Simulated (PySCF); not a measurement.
How methods differ on the electron affinity of Tc

Tc⁻ [Kr] 4d6 5s2 (5D) → Tc [Kr] 4d5 5s2 (6S), as a difference of total energies. Computed with PySCF 2.14 in aug-cc-pwCVTZ-DK (11s10p8d4f3g, 136 functions), with scalar relativity by spin-free X2C-1e. Correlated levels: valence: [Kr] frozen. The calculations carry no spin-orbit coupling.

| method | electron affinity (eV) |
| --- | --- |
| UHF | -0.906 |
| MP2 (valence) | 0.027 |
| SCS-MP2 (valence) | 0.181 |
| CCSD (valence) | 0.194 |
| CCSD(T) (valence) | 0.332 |

A first-order spin-orbit estimate (lowest level to lowest level, LS coupling) adds 0.101 eV.

A negative affinity means that the anion lies above the atom at that level of theory.

The coupled-cluster amplitudes are large for Tc⁻ (T1 above 0.03 or a double amplitude above 0.15), so a single reference is strained.
